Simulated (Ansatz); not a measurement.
The cluster Ge3O8H4 was relaxed with PBE-D4 (def2-SVP) in Ansatz in these states: charge +1 doublet, neutral singlet. The geometries follow in no particular order.

A:

```xyz
15

Ge    2.0364    0.7760    1.0187
Ge   -0.6436   -0.1194   -0.1497
Ge    2.1360   -1.3626   -0.3603
O    -1.9311   -0.9510    0.7976
O     0.4016   -1.4068   -0.8425
O     2.1265   -1.0050    1.4395
O    -3.8236    0.0932   -0.1415
O    -2.9629    0.1528    0.9465
O     0.2876    1.1276    0.7643
O     2.6877    0.3643   -0.6463
O    -1.5280    0.7911   -1.4244
H     2.9156   -2.5491   -0.9382
H    -3.2808    0.5666   -0.8359
H    -1.1291    1.6791   -1.5193
H     2.7077    1.8430    1.8915
```

B:

```xyz
15

Ge    0.4766    1.9195   -1.4302
Ge    0.0126   -0.5446    0.1940
Ge    0.9232    2.1458    1.1019
O    -1.8114   -0.9184    0.6818
O     0.6306    0.3674    1.5495
O    -0.5139    2.4638    0.0097
O    -1.8455   -3.1514    0.0165
O    -2.5107   -1.9975    0.1815
O     0.1127    0.0965   -1.4354
O     1.9718    2.0469   -0.3908
O     0.4383   -2.3159    0.2068
H     1.2805    2.9503    2.3504
H    -0.7531   -2.9356    0.1101
H     1.2266   -2.6097   -0.2999
H     0.3617    2.4830   -2.8460
```

Task: Judge from the bond lengths which geometry belongs to which state (an estimate).

Result: A is the neutral singlet (O4–O8 1.518 Å, Ge2–O4 1.802 Å, O7–H13 1.000 Å); B is the charge +1 doublet (O4–O8 1.380 Å, Ge2–O4 1.925 Å, O7–H13 1.117 Å).

These are the stationary points nearest to one start from a short search; other shapes may lie lower in each state.
